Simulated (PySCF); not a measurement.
Sb(2+) (antimony, charge +2) across methods

[Kr] 4d10 5s1 5p1 6s1, high-spin 4P determinant (an excited configuration). Calculation: PySCF 2.14, in aug-cc-pVDZ-PP with ECP28MDF; scalar relativity through the core potential.

```tsv
method	E (hartree)	mean ε 5s α (eV)	mean ε 5p α (eV)	mean ε 6s α (eV)	Σ⟨r²⟩ (bohr²)	⟨S²⟩
PBE0	-238.5668	-35.725	-25.448	-12.545	53.42	3.751
PBE	-238.5472	-34.314	-24.223	-12.111	52.97	3.750
r2SCAN0	-238.6182	-36.105	-25.815	-12.472	53.74	3.751
LDA	-238.1498	-34.667	-24.287	-12.216	52.59	3.750
M06-L	-238.7139	-33.958	-24.118	-12.061	54.44	3.751
UHF	-237.71377	-39.220	-28.528	-13.489	55.17	3.751
```

(1) Estimate the same row for BLYP.

Energies and moments cover only the electrons outside the core potential. The outer electron is Rydberg-like, and this basis confines it to a smaller radius and binds it less than a complete one would.

Results:

(1) E (hartree) = -238.5052; mean ε 5s α (eV) = -34.211; mean ε 5p α (eV) = -24.016; mean ε 6s α (eV) = -11.915; Σ⟨r²⟩ (bohr²) = 53.04; ⟨S²⟩ = 3.750.
